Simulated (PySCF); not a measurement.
## Shieldings and the share of exact exchange

Molecule: `F[C@H](OB)C`, C2H6BFO.

Numbering as in the mapped SMILES `[BH2:1][O:2][C@H:3]([CH3:4])[F:5]`; H(Xn) means a hydrogen on atom n.

GIAO shieldings (ppm, equivalent atoms averaged) in PySCF 2.14.0 with density-fitted response routines on the PBE0-D3(BJ)/def2-SVP geometry, basis pcSseg-2, gas phase, non-relativistic:

```tsv
functional	exact exchange (%)	σ(B1)	σ(O2)	σ(C3)	σ(F5)
BLYP	0	42.2	30.0	50.9	278.9
BP86	0	44.4	35.1	56.0	281.8
PBE	0	43.0	31.7	56.0	279.8
B3LYP	20	46.5	49.5	58.8	295.3
PBE0	25	48.8	56.7	65.5	300.1
BHandHLYP	50	53.4	75.8	69.6	314.9
HF	100	66.8	117.5	87.1	342.3
```

Q: Fit each shielding as a line in the percentage of exact exchange.

A: σ(B1) = 42.8 + 0.23 x (rms 0.9 ppm); σ(O2) = 32.8 + 0.85 x (rms 1.8 ppm); σ(C3) = 54.3 + 0.33 x (rms 2.1 ppm); σ(F5) = 281.5 + 0.63 x (rms 2.0 ppm). The functionals also differ in their semilocal parts, which the line can't hold; Hartree–Fock has no correlation at all.

Q: What does the line predict for mPW1PW91 (25 %), and what does the run give?

A: σ(B1): 48.5 predicted, 49.2 computed; σ(O2): 54.0 predicted, 58.7 computed; σ(C3): 62.5 predicted, 64.9 computed; σ(F5): 297.2 predicted, 301.5 computed ppm.
